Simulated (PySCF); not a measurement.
**Nuclear quadrupole coupling in `O=[P@@H]1CCc2ccccc21`**

C₈H₉OP.
Z-matrix (Å and degrees, GFN2-xTB geometry), rows numbered from 1:
```
O 
P   1  1.4630
C   2  1.8355  1  119.10
C   3  1.5305  2  104.94  1  -153.61
C   4  1.5050  3  107.81  2    31.48
C   5  1.3835  4  125.55  3   158.23
C   6  1.3875  5  119.48  4  -179.95
C   7  1.3863  6  120.83  5     0.22
C   8  1.3856  7  120.11  6    -0.42
C   9  1.3828  8  118.85  7     0.03
H   2  1.3989  1  113.55  3   123.49
H   3  1.0950  2  106.10  1   -35.90
H   3  1.0900  2  113.31  1    82.52
H   4  1.0919  3  111.74  2   153.97
H   4  1.0944  3  109.79  2   -86.77
H   6  1.0808  5  120.28  4    -0.35
H   7  1.0802  6  119.53  5   179.67
H   8  1.0798  7  119.92  6   179.36
H   9  1.0802  8  121.39  7   179.46
```

Field gradients from the PBE0/pcSseg-1 density (PySCF, non-relativistic), principal values in atomic units, ordered |Vxx| ≤ |Vyy| ≤ |Vzz|:

```csv
atom,Vxx,Vyy,Vzz
O1,-0.3236,-0.5235,0.8471
```

Question: Find the asymmetry η = (Vxx − Vyy)/Vzz and the couplings χ = eQV/h (234.96 MHz × Q in barn × V in au), with Q(17O) = −0.0256 b.

Answer: 
| atom | environment | nucleus | η | χzz (MHz) | χxx (MHz) | χyy (MHz) |
| --- | --- | --- | --- | --- | --- | --- |
| O1 | phosphoryl oxygen | 17O | 0.24 | -5.10 | 1.95 | 3.15 |

The tensor is traceless: Vxx + Vyy + Vzz = 0.

Question: What is Vzz at O1 in SI units (1 au = 9.71736 × 10²¹ V/m²)?

Answer: 0.8471 au = 8.232 × 10²¹ V/m².

Question: And the gradient at the other heavy atoms, for which no coupling is worked out here?

Answer: 
```
atom                     environment  Vzz (au)     η
  P2           phosphoryl phosphorus    -0.408  0.39
  C3  sp3 carbon bound to phosphorus     0.069  0.63
  C4            benzylic-type carbon     0.073  0.95
  C5     substituted aromatic carbon     0.341  0.28
  C6              aromatic CH carbon     0.296  0.19
  C7              aromatic CH carbon     0.355  0.13
  C8              aromatic CH carbon     0.317  0.13
  C9              aromatic CH carbon     0.357  0.06
 C10     substituted aromatic carbon     0.259  0.32
```

Were the hydrogens deuterons (Q(2H) = 0.00286 b), χzz would run from 125 kHz (H11) to 220 kHz (H18 and H17).

Geometry: GFN2-xTB, one conformer, isolated molecule. GFN2-xTB bond lengths can be off by several hundredths of an ångström, more for odd bonds, and the gradients follow them. The small basis limits the accuracy of the gradients.

The run behind these numbers computed NMR shieldings as well. Hardware: one thread of an Intel Xeon 6975P-C, no GPU (shared host). Cost: 35 s, 1.1 GiB resident at most.
